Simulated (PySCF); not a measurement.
# Computed records: BClGeH₂N, CH₈AlGeN

Calculation on a computer-drawn molecule: optimised geometry and harmonic frequencies of an isolated molecule of the commonest isotopes, restricted reference for singlets and unrestricted otherwise, frozen core in MP2; on germanium a core potential holds 10 electrons, which the energies leave out, and 3d is frozen in MP2 and coupled-cluster steps. Program: PySCF 2.14.0.

Common to all runs: multiplicity 1; method HF; basis cc-pV(D+d)Z; basis and core potential on germanium cc-pVDZ-PP ECP10MDF.

(1) BClGeH₂N

Start structure:
```xyz
6
BClGeH2N
Cl    -0.9089    -2.5322     2.6155
B     -0.5335    -1.8723     1.2973
N     -0.2360    -1.2964     0.1352
Ge     0.2375    -0.5270    -1.2829
H     -0.7027    -0.8519    -2.5286
H      1.3783     0.3899    -1.3770
```

Settings of this run: charge 1.

The calculation gives: rotational constants 143.4, 0.9294, 0.9234 GHz; total energy -832.9755 hartree; convergence status largest gradient component 2.826e-05 hartree/bohr.

Drawn bonds:
```csv
atom,other atom,order
1,2,1
2,3,1
3,4,2
4,5,1
4,6,1
```

Optimised structure:
```xyz
6
BClGeH2N
Cl    -0.9196    -2.5700     2.6929
B     -0.5235    -1.8440     1.2522
N     -0.2204    -1.2892     0.1505
Ge     0.1849    -0.5402    -1.3280
H     -0.6644    -0.8263    -2.5394
H      1.3776     0.3798    -1.3687
```

Modes:
```csv
frequency (cm⁻¹),reduced mass (dalton)
74.56,6.476
92.62,10.95
412,10.18
416.3,33.35
435.5,11.83
671.2,1.152
735.8,1.073
927.6,1.064
1040,9.522
1996,12.04
2353,1.014
2375,1.028
```

(2) CH₈AlGeN

Start structure:
```xyz
12
CH8AlGeN
N      1.1650     1.4074     2.4461
Al     0.8999     1.9111     0.7231
C      0.5038     0.4742    -0.7007
Ge     2.1102    -0.6315    -0.8866
H      1.2072     2.0434     3.2379
H      1.3263     0.4672     2.7446
H      1.1448     3.2024     0.3027
H      0.4492     1.0305    -1.6514
H     -0.3636    -0.0435    -0.5288
H      3.4056     0.1993    -1.0615
H      2.3492    -1.5205     0.2922
H      2.0017    -1.5332    -2.1000
```

Here we set charge 0.

Drawn bonds:
```csv
atom,other atom,order
1,2,1
2,3,1
3,4,1
1,5,1
1,6,1
2,7,1
3,8,1
3,9,1
4,10,1
4,11,1
4,12,1
```

Question: What rotational constants does the calculation give for CH₈AlGeN (entry 2)?
Answer: 10.06, 1.165, 1.135 GHz

Question: Estimate the total energy of CH₈AlGeN (entry 2).
Answer: -632.3082 hartree

Further results for CH₈AlGeN (entry 2):

| Item | Value |
| --- | --- |
| convergence status largest gradient component | 2.193e-05 hartree/bohr |

Optimised structure:
```xyz
12
CH8AlGeN
N      0.7884     1.5331     2.5357
Al     1.1397     1.8105     0.8279
C      0.7181     0.4351    -0.5054
Ge     2.2199    -0.6517    -1.1593
H      0.9938     2.1815     3.2731
H      0.3667     0.7104     2.9246
H      1.8026     3.1901     0.4315
H      0.2797     0.9152    -1.3894
H     -0.0321    -0.2618    -0.1138
H      3.3100     0.2411    -1.7724
H      2.8526    -1.4454    -0.0046
H      1.7598    -1.6512    -2.2305
```

Modes:
```csv
frequency (cm⁻¹),reduced mass (dalton)
28.24,2.711
87.02,1.171
129.6,3.467
202.6,2.324
372.6,1.289
467.2,1.248
482.7,1.097
498.7,1.938
542.2,1.117
578.6,1.068
662.7,1.75
698.3,2.323
758.9,1.583
782.7,1.356
860,3.672
939,1.067
965.4,1.026
971,1.024
1051,1.046
1085,1.422
1492,1.088
1676,1.111
1985,1.042
2191,1.023
2193,1.023
2217,1.012
3156,1.058
3211,1.101
3776,1.052
3858,1.093
```
